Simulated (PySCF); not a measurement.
CH2O2, charge +1, doublet, at a GFN2-xTB geometry (a state made from the parent by changing its charge; the spin is typed, not shown lowest); PySCF with R2SCAN/3-21G.

Input for PySCF:
```python
from pyscf import gto, scf, dft

mol = gto.Mole()
mol.atom = '''
    O     0.83970895   -0.72395374   -0.05717738
    C    -0.24805229   -0.11529710    0.00227108
    O    -0.72831307    0.95930046    0.06431060
    H     1.70034825   -0.23589880   -0.06114765
    H    -1.10320156   -0.95509234   -0.00954464
'''
mol.basis = '3-21g'
mol.charge = 1
mol.spin = 1
mol.verbose = 4
mol.build()

mf = dft.UKS(mol)
mf.xc = 'r2scan'
mf.init_guess = 'atom'
mf.kernel()
mf.analyze()
```

What the program printed (banner, timings and long lists left out):

```
PySCF version 2.14.0

[INPUT] verbose = 4
[INPUT] num. atoms = 5
[INPUT] num. electrons = 23
[INPUT] charge = 1
[INPUT] spin (= nelec alpha-beta = 2S) = 1
[INPUT] symmetry False subgroup None
[INPUT] Mole.unit = angstrom
[INPUT] Symbol           X                Y                Z      unit          X                Y                Z       unit  Magmom
[...]
nuclear repulsion = 71.2366188648974
number of shells = 19
number of NR pGTOs = 51
number of NR cGTOs = 31
basis = 3-21g
ecp = {}

******** <class 'pyscf.dft.uks.UKS'> ********
method = UKS
initial guess = atom
damping factor = 0
level_shift factor = 0
DIIS = <class 'pyscf.scf.diis.CDIIS'>
diis_start_cycle = 1
diis_space = 8
diis_damp = 0
SCF conv_tol = 1e-09
SCF conv_tol_grad = None
SCF max_cycles = 50
direct_scf = True
direct_scf_tol = 1e-13
number electrons alpha = 12  beta = 11
XC library pyscf.dft.libxc version 7.1.2
    S. Lehtola, C. Steigemann, M. J. T. Oliveira, and M. A. L. Marques,  SoftwareX 7, 1–5 (2018)
XC functionals = r2scan
    J. W. Furness, A. D. Kaplan, J. Ning, J. P. Perdew, and J. Sun,  J. Phys. Chem. Lett. 11, 8208–8215 (2020)
    J. W. Furness, A. D. Kaplan, J. Ning, J. P. Perdew, and J. Sun,  J. Phys. Chem. Lett. 11, 9248–9248 (2020)
    J. W. Furness, A. D. Kaplan, J. Ning, J. P. Perdew, and J. Sun,  J. Phys. Chem. Lett. 11, 8208–8215 (2020)
    J. W. Furness, A. D. Kaplan, J. Ning, J. P. Perdew, and J. Sun,  J. Phys. Chem. Lett. 11, 9248–9248 (2020)
radial grids:
    Treutler-Ahlrichs [JCP 102, 346 (1995); DOI:10.1063/1.469408] (M4) radial grids

becke partition: Becke, JCP 88, 2547 (1988); DOI:10.1063/1.454033
pruning grids: <function nwchem_prune>
grids dens level: 3
symmetrized grids: False
atomic radii adjust function: <function treutler_atomic_radii_adjust>
small_rho_cutoff = 0
Set gradient conv threshold to 3.16228e-05
Spherically averaged atomic HF for {'O', 'H', 'C'}

******** <class 'pyscf.scf.atom_hf.AtomSphAverageRHF'> ********
method = AtomSphAverageRHF
initial guess = minao
damping factor = 0
level_shift factor = 0
DIIS = <class 'pyscf.scf.diis.CDIIS'>
diis_start_cycle = 1
diis_space = 8
diis_damp = 0
SCF conv_tol = 1e-09
SCF conv_tol_grad = None
SCF max_cycles = 50
direct_scf = True
direct_scf_tol = 1e-13
atom = O
Set gradient conv threshold to 3.16228e-05
Initial guess from minao.
init E= -73.8065218628303
cycle= 1 E= -73.8653579720977  delta_E= -0.0588  |g|=    0  |ddm|= 0.104
cycle= 2 E= -73.865420465654  delta_E= -6.25e-05  |g|=    0  |ddm|= 0.0133
[...]
converged SCF energy = -188.183120739324  <S^2> = 0.75731205  2S+1 = 2.0072987
Total Energy =                        -188.183120739324124
[...]
Two-electron Energy =                  130.774601981854914
Two-electron Coulomb Energy =          153.534557407151993
DFT Exchange-Correlation Energy =      -22.759955425297065
**** MO energy ****
                             alpha | beta                alpha | beta
[...]
To work with the spin densities directly, `use mulliken_meta_spin()` only printing them here.

 ** Mulliken spin pop alpha/beta on meta-lowdin orthogonal AOs **
 ** Mulliken Spin Density (per AO)  **
spin_pop of  0 O 1s       -0.00000
spin_pop of  0 O 2s        0.01306
spin_pop of  0 O 3s        0.00033
spin_pop of  0 O 2px       0.03444
spin_pop of  0 O 2py      -0.00273
spin_pop of  0 O 2pz      -0.01217
spin_pop of  0 O 3px       0.00015
spin_pop of  0 O 3py      -0.00008
spin_pop of  0 O 3pz      -0.00006
spin_pop of  1 C 1s        0.00000
spin_pop of  1 C 2s        0.00101
spin_pop of  1 C 3s        0.00083
spin_pop of  1 C 2px      -0.03159
spin_pop of  1 C 2py       0.00406
spin_pop of  1 C 2pz      -0.02664
spin_pop of  1 C 3px       0.00129
spin_pop of  1 C 3py      -0.00006
spin_pop of  1 C 3pz      -0.00004
spin_pop of  2 O 1s       -0.00002
spin_pop of  2 O 2s        0.01136
spin_pop of  2 O 3s       -0.00026
spin_pop of  2 O 2px       0.49099
spin_pop of  2 O 2py       0.24039
spin_pop of  2 O 2pz       0.03861
spin_pop of  2 O 3px       0.00095
spin_pop of  2 O 3py       0.00085
spin_pop of  2 O 3pz       0.00034
spin_pop of  3 H 1s        0.01770
spin_pop of  3 H 2s        0.00007
spin_pop of  4 H 1s        0.21505
spin_pop of  4 H 2s        0.00216
 ** Mulliken Spin Density (per atom)  **
spin density of  0 O =      0.03294
spin density of  1 C =     -0.05112
spin density of  2 O =      0.78321
spin density of  3 H =      0.01776
spin density of  4 H =      0.21721
 ** Mulliken pop alpha/beta on meta-lowdin orthogonal AOs **
 ** Mulliken pop       alpha | beta **
[...]
In total            12.00000 | 11.00000
 ** Mulliken atomic charges   ( Nelec_alpha | Nelec_beta ) **
charge of  0O =     -0.20239  (     4.11767      4.08472 )
charge of  1C =      0.42585  (     2.76151      2.81264 )
charge of  2O =      0.07865  (     4.35228      3.56907 )
charge of  3H =      0.41432  (     0.30172      0.28396 )
charge of  4H =      0.28357  (     0.46682      0.24961 )

WARN: System has nonzero charge 1; the dipole moment is origin-dependent.
Location of origin: [0. 0. 0.]

Dipole moment(X, Y, Z, Debye):  1.11934, -0.57831, -0.05903
```
